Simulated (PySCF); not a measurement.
# C₆ coefficients of unlike pairs at PBE0

Calculated with PySCF 2.14 from the dipole response of each species, C₆(A,B) = (3/π) ∫ α_A(iu) α_B(iu) du, in atomic units, from isotropic polarisabilities. For ions this is the dispersion term alone; charge-induced terms of lower order in 1/R come first.

| species | configuration | basis | relativity | α (bohr³) | C₆ (like pair) |
| --- | --- | --- | --- | --- | --- |
| B³⁺ | 1s2 (1S) | aug-cc-pVQZ with one added diffuse shell each of s, p, d, f, g type (7s6p5d4f3g) | none | 0.01972 | 0.002447 |
| S²⁺ | [Ne] 3s2 3p2 (3P) | def2-TZVPPD (6s6p4d1f) | none | 7.311 | 26.51 |
| Nb²⁺ | [Kr] 4d3 (4F) | aug-cc-pwCVTZ-DK (11s10p8d4f3g) | spin-free X2C | 11.09 | 57.80 |
| B | [He] 2s2 2p1 (2P) | dyall-av3z (15s9p3d2f) | spin-free X2C | 22.54 | 109.8 |

Question: Estimate C₆ for Nb²⁺ with B³⁺.

Answer: The integral gives 0.2299. The combination rule 2 C_A C_B / (C_A α_B/α_A + C_B α_A/α_B) gives 0.1913 and the geometric mean 0.3761.

No spin-orbit coupling is included.

The other pairs:

```json
{"pair": "B, Nb²⁺", "C₆": "73.06"}
{"pair": "S²⁺, B³⁺", "C₆": "0.1413"}
{"pair": "B, S²⁺", "C₆": "50.24"}
{"pair": "B, B³⁺", "C₆": "0.2014"}
{"pair": "Nb²⁺, S²⁺", "C₆": "38.92"}
```
